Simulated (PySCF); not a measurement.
# Simulated absorption spectrum

Sn(OMe)Me3, C4H12OSn.
SMILES: `C[O][Sn]([CH3])([CH3])[CH3]`

Theory: PySCF, TDDFT B3LYP/def2-SVPD, vertical, gas phase, core orbitals frozen in the response, def2 core potentials past Kr. Isolated species at its PBE0-D3(BJ)/def2-SVP geometry, gas phase. Spin–orbit coupling is left out.

Broadening: Gaussians 0.5 eV wide at half height, area fixed by f = 4.319×10⁻⁹ ∫ε dν̃. The width is an assumption, not a result. The curve ends short of the highest state used, and states not computed would add to its high-energy end.

| E (eV) | ε (L mol⁻¹ cm⁻¹) |
| --- | --- |
| 4.92 | 3 |
| 4.98 | 7 |
| 5.04 | 16 |
| 5.09 | 31 |
| 5.15 | 64 |
| 5.21 | 122 |
| 5.27 | 216 |
| 5.33 | 353 |
| 5.38 | 501 |
| 5.44 | 708 |
| 5.50 | 924 |
| 5.56 | 1117 |
| 5.62 | 1252 |
| 5.67 | 1305 |
| 5.73 | 1296 |
| 5.79 | 1232 |
| 5.85 | 1154 |
| 5.91 | 1110 |
| 5.97 | 1133 |
| 6.02 | 1208 |
| 6.08 | 1349 |
| 6.14 | 1509 |
| 6.20 | 1648 |
| 6.26 | 1747 |
| 6.31 | 1813 |
| 6.37 | 1932 |
| 6.43 | 2198 |
| 6.49 | 2747 |
| 6.55 | 3711 |
| 6.60 | 4895 |

(1) Locate the maxima and give the states behind the curve.

(2) Coming from long wavelengths, where does ε first pass 100 L mol⁻¹ cm⁻¹?

(3) On this curve, what absorbance would a 10⁻⁵ mol/L sample give at 193 nm over a 1 cm path?

Answers

(1) 218 nm (5.69 eV), ε about 1300, made up of S1 (96%) (ε in L mol⁻¹ cm⁻¹; maxima over ε = 5, shares over 10%). At its high-energy end, 6.60 eV, the curve is still rising (ε about 4900, from S6 and S9). The states used: S1 5.67 eV (f 0.023); S2 6.22 eV (f 0.0010); S3 6.25 eV (f 0.027); S4 6.62 eV (f 0.0048); S5 6.72 eV (f 0.0060); S6 6.88 eV (f 0.102); S7 6.98 eV (f 0.040); S8 6.99 eV (f 0.042); S9 7.03 eV (f 0.108); S10 7.20 eV (f 0.041).

(2) At about 239 nm (5.19 eV), 0.48 eV below S1.

(3) 193 nm is 6.424 eV, where ε is about 2200 L mol⁻¹ cm⁻¹, so A = ε c l ≈ 0.022 (Beer–Lambert, with the gas-phase spectrum and the assumed width).
